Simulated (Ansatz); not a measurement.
One change: `FB(F)C(F)(F)F` becomes `O=C(F)C(F)(F)F`.

Ansatz, PBE0-D4/def2-TZVP geometries, multiplicity 1. 

```csv
property,`FB(F)C(F)(F)F`
LUMO energy (ωB97M-V/def2-TZVPP) / eV,0.98
HOMO–LUMO gap (B3LYP/def2-TZVPP) / eV,8.96
LUMO energy (PBE0/def2-TZVPP) / eV,-1.18
HOMO–LUMO gap (ωB97M-V/def2-TZVPP) / eV,14.03
HOMO energy (B3LYP/def2-TZVPP) / eV,-10.45
size of the dipole moment (PBE/def2-TZVPP) / D,0.84
```

(1) What does the change do to each property? (Best estimate.)

Results:

(1) Computed: 
```csv
property,`O=C(F)C(F)(F)F`,shift
LUMO energy (ωB97M-V/def2-TZVPP) / eV,0.64,-0.34
HOMO–LUMO gap (B3LYP/def2-TZVPP) / eV,7.74,-1.22
LUMO energy (PBE0/def2-TZVPP) / eV,-1.80,-0.62
HOMO–LUMO gap (ωB97M-V/def2-TZVPP) / eV,13.16,-0.87
HOMO energy (B3LYP/def2-TZVPP) / eV,-9.86,0.59
size of the dipole moment (PBE/def2-TZVPP) / D,0.75,-0.09
```

With PBE0 the HOMO rises by 0.56 eV and the LUMO falls by 0.62 eV, so the gap narrows by about 1.18 eV. PBE moves the HOMO by 0.53 eV and ωB97M-V by 0.52 eV. Dipoles are sizes alone; their direction can turn.

B3LYP here is the variant with VWN-RPA as its local correlation; programs differ in this.
